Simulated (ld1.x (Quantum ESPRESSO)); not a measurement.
**Reading a pseudo-wave (titanium (Ti))**

Columns: radius, all-electron u(r) and pseudo u(r) of the 3d shell (level -2.94 eV) of titanium in the configuration [Ar] 3d2.5 4s1.5 4p0; PW91, scalar-relativistic, PAW scheme, ld1.x (Quantum ESPRESSO) 7.5.

| r (bohr) | all-electron | pseudo |
| --- | --- | --- |
| 0.163 | 0.0886 | 0.0011 |
| 0.325 | 0.3059 | 0.0086 |
| 0.488 | 0.5068 | 0.0279 |
| 0.650 | 0.6414 | 0.0615 |
| 0.813 | 0.7131 | 0.1103 |
| 0.975 | 0.7356 | 0.1708 |
| 1.138 | 0.7267 | 0.2389 |
| 1.300 | 0.6999 | 0.3073 |
| 1.463 | 0.6636 | 0.3698 |
| 1.625 | 0.6236 | 0.4199 |
| 1.788 | 0.5824 | 0.4539 |
| 1.950 | 0.5424 | 0.4700 |
| 2.113 | 0.5041 | 0.4694 |
| 2.275 | 0.4684 | 0.4551 |
| 2.438 | 0.4351 | 0.4317 |
| 2.600 | 0.4044 | 0.4041 |
| 2.763 | 0.3759 | 0.3759 |
| 2.925 | 0.3496 | 0.3496 |
| 3.088 | 0.3251 | 0.3251 |
| 3.250 | 0.3024 | 0.3024 |
| 3.413 | 0.2810 | 0.2810 |
| 3.575 | 0.2613 | 0.2613 |
| 3.738 | 0.2427 | 0.2427 |
| 3.900 | 0.2254 | 0.2254 |
| 4.063 | 0.2091 | 0.2091 |
| 4.225 | 0.1941 | 0.1941 |

Question: How many radial nodes do the two functions have?

Answer: The all-electron 3d function has n − l − 1 = 0; the pseudo-wave has 0.

Question: At about which radius was the pseudo-wave matched?

Answer: 2.90 bohr. The columns agree to 0.0005 from 2.60 bohr on; several derivatives are matched, so the curves merge somewhat inside the radius.

Question: Where does each function peak?

Answer: Outermost all-electron maximum near 0.97 bohr, pseudo maximum near 1.95 bohr (to the table’s step).

Question: Is the pseudo-wave norm-conserving?

Answer: No, it belongs to a PAW set: the norm inside the radius is not constrained, and the difference is carried by the augmentation charge.
